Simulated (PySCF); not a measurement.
# From a computed spectrum to the compound

A species of 5 atoms with charge 2 has these harmonic modes (PBE0, small Gaussian bases with core potentials, PySCF 2.14.0):

```json
{"cm⁻¹": "124", "km/mol": "0.5", "symmetry": "a"}
{"cm⁻¹": "136", "km/mol": "0.7", "symmetry": "a"}
{"cm⁻¹": "305", "km/mol": "111.6", "symmetry": "b"}
{"cm⁻¹": "365", "km/mol": "0.0", "symmetry": "a"}
{"cm⁻¹": "417", "km/mol": "3.4", "symmetry": "b"}
{"cm⁻¹": "445", "km/mol": "101.7", "symmetry": "b"}
{"cm⁻¹": "462", "km/mol": "2.7", "symmetry": "a"}
{"cm⁻¹": "2565", "km/mol": "294.0", "symmetry": "b"}
{"cm⁻¹": "2566", "km/mol": "18.1", "symmetry": "a"}
```

Q: Which species is it, and in which structure?

A: [Hf(SH)2]2+ (singlet):
```xyz
5

Hf    0.0000    0.0000   -0.4213
S     1.6527   -0.0889    1.1758
H     2.7078   -0.2346    0.3098
S    -1.6527    0.0889    1.1758
H    -2.7078    0.2346    0.3098
```
Ideal gas at 298.15 K and 1 bar: S = 331.3 J/(mol K), Cp = 80.1 J/(mol K), H − H(0 K) = 17.6 kJ/mol (rigid rotor, harmonic modes, spin degeneracy alone). 
 The answer isn't unique; the calculation gave this one.
